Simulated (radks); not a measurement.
The mean radii <r> (bohr) of the occupied orbitals of an atom or ion are listed with their occupations. Calculated with a radial shooting solver on a logarithmic mesh with Libxc functionals: Dirac Kohn-Sham, HCTH/407, spin-unpolarised, spherical densities, point nucleus.

orbital  occ.      <r>
1s1/2       2  0.03430
2s1/2       2   0.1493
2p1/2       2   0.1271
2p3/2       4   0.1317
3s1/2       2   0.4148
3p1/2       2   0.4084
3p3/2       4   0.4190
3d3/2       4   0.3958
3d5/2       6   0.3992
4s1/2       2    1.057
4p1/2       2    1.148
4p3/2       4    1.177
4d3/2       4    1.595
4d5/2       1    1.611

Name the element and its charge. Open shells, if any, fill j = l - 1/2 first.

Answer. Z = 43, technetium, charge +2: Tc2+ in [Kr] 4d5. The 1s radius gives Z: for a bare nucleus <r> = (2 gamma + 1)/(2Z) with gamma = sqrt(1 - (Z/c)^2), 0.03371 bohr for Z = 43, and screening makes it slightly larger (0.03430 here). The occupations add up to 41, and the charge is Z minus that.
